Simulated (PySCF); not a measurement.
All values below come from PBE0-D3(BJ)/def2-TZVPD (PySCF 2.14.0). Gas-phase values, no solvent. One relaxed conformer stands for a flexible species; it need not be the lowest. 

Reference species (SMILES): `[NH2][Al-][SH]` (lower singlet) (charge -1, multiplicity 1).

```
Item     Value
----  --------
HOMO  -0.21 eV
```

Changed species: `[N+]([Al-][NH2])#[C-]` (lower singlet) (X = isocyano, multiplicity 1; the reference has X = mercapto, multiplicity 1).

Question: Give the shifts of the HOMO.

Answer: the HOMO falls by 0.25 eV, to -0.46 eV.
